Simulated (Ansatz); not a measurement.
Reading a saddle point

A first-order saddle point of SiH₆SeO, closed shell, PBE0-D4/def2-TZVP, with one imaginary mode of 153i cm⁻¹:

| atom | x (Å) | y (Å) | z (Å) |
| --- | --- | --- | --- |
| Si1 | -0.5281 | -0.7192 | -0.0833 |
| O2 | 0.0946 | 0.4707 | 1.1961 |
| H3 | -1.1406 | -0.2717 | -1.3552 |
| H4 | 0.0956 | -2.0564 | -0.0279 |
| H5 | -1.7489 | -0.8695 | 0.7940 |
| H6 | 0.8842 | 0.9130 | 0.6991 |
| Se7 | 1.7782 | 0.2572 | -1.0358 |
| H8 | -0.5242 | 1.0296 | 1.6866 |
| H9 | 1.0890 | 1.2463 | -1.8737 |

Ansatz 0.2.0; basis: def2-TZVPP and def2-QZVPP; cores frozen in the correlated methods. Filled d shells of the heavier atoms are correlated. The def2 sets are not built for correlating such inner shells, so the correlated values are less sure here. Extrapolation: Hartree–Fock as exp(−7.88 √X), correlation as X^−2.97.

Q: Which contacts change along the imaginary mode, and what lies on either side? (A judgement: the text doesn't fix the answer.)

A: Computed: The step is SiH₄O ([OH][SiH3]) + H₂Se → SiH₄Se ([SiH3][SeH]) + H₂O, with the molecules in contact on both sides. Shortening one way: Si1–Se7, O2–H6; lengthening the same way: Si1–O2, H6–Se7.
```csv
pair,one side (Å),saddle (Å),other side (Å)
Si1–Se7,4.73,2.68,2.29
O2–H6,2.21,1.03,0.97
Si1–O2,1.65,1.85,3.43
H6–Se7,1.47,2.06,2.64
```

Q: Which side is lower, and how far does the saddle lie above each? (An estimate is asked for; the value comes from the calculation.)

A: By the calculation: The side with Si1–O2, H6–Se7 short is lower by 4.18 kcal/mol; the saddle lies 30.07 kcal/mol above it and 25.89 kcal/mol above the other (CCSD(T) at an estimated basis limit (MP2 extrapolated from triple and quadruple zeta, plus CCSD(T) − MP2 in triple zeta); electronic energies).

No T1 diagnostic of these runs exceeds 0.011.

Labels in which every atom is bracketed show which atoms are joined, not bond orders.

For scale, one of the runs: CCSD(T)/def2-TZVPP, 205 basis functions, launched by `ansatz run in.yaml --threads 4 --pin off --events-out ev --progress --plain --max-ram 9574MiB`. Time: 90 s of wall clock on 4 CPU threads of an Arm Neoverse V1; the host was shared. Peak host memory: 2.6 GiB.
